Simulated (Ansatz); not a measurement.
Mulliken charges of `Cl[CH]1C[O][Zn]1` from PBE/def2-TZVPP in Ansatz (PBE0-D4/def2-TZVP geometry).

```tsv
atom	x (Å)	y (Å)	z (Å)	charge (e)
Cl1	-1.833	0.468	1.227	-0.113
C2	-0.297	0.631	0.412	-0.052
C3	0.323	-0.672	-0.161	0.074
O4	0.886	-0.452	-1.426	-0.433
Zn5	-0.016	1.201	-1.526	0.287
H6	0.374	1.195	1.059	0.118
H7	-0.460	-1.441	-0.180	0.059
H8	1.114	-0.988	0.538	0.061
```

Question: By hand: the dipole of these point charges (1 e Å = 4.8032 D).

Answer: Σ q r = (-0.057, 0.401, 0.155) e Å, of length 0.434 e Å = 2.08 D.

Question: How does the dipole of the full density compare? (Estimate.)

Answer: Ansatz gave: (-0.027, 0.471, -0.117) e Å, 2.33 D; the point charges give 0.89 times that, at 35° from its direction.

Point charges leave out the atoms' own dipoles, such as those of lone pairs, and Mulliken's split depends on the basis, so the two needn't agree.
